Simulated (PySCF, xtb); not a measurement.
C3H3BF2O, SMILES FB(F)C1=CCO1.

GFN2-xTB (xtb) at its own geometry gives an orbital gap of 3.39 eV and a dipole moment of 3.44 D.

Coordinates come from a PBE-D3(BJ)/def2-SVP optimisation. This is a generated structure with no PubChem entry under its InChIKey; it may be hypothetical. Other conformers were not sampled.

Question: What does PySCF with PBE/def2-TZVP give? (Estimate from the structure and the level; the computed values follow.)

Answer: gap 3.42 eV (levels -5.92 and -2.50 eV), dipole 2.74 D.
